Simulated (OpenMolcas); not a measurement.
Ni4+ among 8 point charges of -1.6 e arranged as a cube (Oh).

```json
{
 "Program": "OpenMolcas 26.06",
 "Method": "CASSCF",
 "Basis": "ANO-RCC-VDZP [5s4p2d1f]",
 "Scalar Hamiltonian": "DKH2, point nucleus",
 "Active space": "6 electrons in 5 orbitals (3d)",
 "State averaging": "2S+1 = 5 even, 5 roots; 2S+1 = 3 even, 45 roots; 2S+1 = 1 even, 50 roots",
 "Spin-orbit coupling": "state interaction with AMFI integrals over the reference wave functions"
}
```

All point charges move together. At R = 1.77 Å the first state of the same spin is 3015 cm-1, and at R = 2.02 Å it is 1616 cm-1.

Question: A third run gives 2007 cm-1. What distance was it run at?

Answer: With a power law R^-n the two known points give n = -ln(1616 / 3015) / ln(2.02 / 1.77) = 4.72. Then R = 1.77 × (3015 / 2007)^(1/4.72) = 1.929 Å. The run was at 1.93 Å, so the estimate is off by -0.001 Å.

An orbital doublet at a regular site is open to a Jahn-Teller distortion, which this geometry leaves out. Without dynamic correlation the repulsion within the d shell is too large (B by tens of per cent), so at a given field states of lower spin stand too high. Point charges give a weaker field than real ligands, and real ions of this kind are often low spin; the high spin found here belongs to the model. The ground term spreads over less than 5000 cm-1, several times less than with real ligands, so orbital moments are less quenched and χT lies further from the spin-only value than at real sites. Point charges carry no covalency, so the field is a model and not that of real ligands. No measured value stands beside these numbers.
